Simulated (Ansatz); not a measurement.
Reaction (ligand exchange at a B–N bond): `NBO` + H₂Te → `OB[TeH]` + NH₃

Program: Ansatz. Geometries: PBE0-D4/def2-TZVP. ΔE: electronic, gas phase. CBS: MP2 limit from def2 TZ/QZ plus the TZ coupled-cluster correction, frozen cores. This one scheme is used for every species. Functionals use def2-TZVPP. HSE06 is defined as in plane-wave codes. def2 core potentials past Kr. For Te outer-core shells are correlated without core-valence functions, which leaves a few kJ/mol of doubt a bond. Each species was taken in one conformer, which may not be the lowest.

`NBO`:

```xyz
7

N    -0.806    0.083    0.696
B     0.195   -0.256   -0.218
O     1.012    0.735   -0.698
H    -0.952    1.025    1.016
H    -1.436   -0.593    1.085
H     0.325   -1.399   -0.566
H     1.664    0.405   -1.316
```

H₂Te:

Cartesian coordinates in Å:
```
Te 0.322 -0.071 -0.704
H 0.180 1.159 0.395
H -0.502 -1.089 0.309
```

`OB[TeH]`:

Cartesian coordinates in Å:
```
O -0.948 -1.272 0.287
B -0.470 -0.030 0.077
Te 1.625 0.392 -0.298
H -0.306 -1.986 0.263
H -1.240 0.880 0.100
H 1.338 2.015 -0.429
```

NH₃:

```xyz
4

N    -0.005   -0.279   -0.041
H    -0.772    0.185   -0.513
H    -0.074   -0.043    0.941
H     0.851    0.136   -0.387
```

Question: Is it downhill or uphill in electronic energy at CCSD(T)/CBS, and by how much? (Best estimate.)

Answer: The calculation gave: Uphill: ΔE = +63.0 kJ/mol.

Question: What do these levels give: LDA (SPW92), B97M-V, r2SCAN0-D4, HSE06-D4, r2SCAN, HSE06, BHLYP, HF/def2-SVP, CCSD/def2-SVP, HF/def2-TZVPP, MP2/def2-TZVPP, CCSD(T)/def2-TZVPP? (Estimate.)

Answer: Ansatz gave: LDA (SPW92) 75.6, B97M-V 73.5, r2SCAN0-D4 69.5, HSE06-D4 65.7, r2SCAN 67.2, HSE06 67.6, BHLYP 81.0, HF/def2-SVP 93.0, CCSD/def2-SVP 86.0, HF/def2-TZVPP 83.7, MP2/def2-TZVPP 61.4, CCSD(T)/def2-TZVPP 66.7 kJ/mol.

Largest T1 diagnostic among the species: 0.013.

At CCSD(T), def2-SVP lies +20.4 kJ/mol from the extrapolated value and def2-TZVPP +3.7 kJ/mol. The D4 term adds −3.6 kJ/mol with B3LYP and −1.8 kJ/mol with PBE0; it sums over pairs of atoms, weighted by their polarisabilities, and B3LYP, whose exchange is more repulsive, gets the larger term. In def2-TZVPP, CCSD(T) changes the Hartree–Fock value by −17.0 kJ/mol (the triples alone add −3.9 kJ/mol) and MP2 by −22.3 kJ/mol.

B3LYP here is the variant with VWN-RPA as its local correlation; programs differ in this.
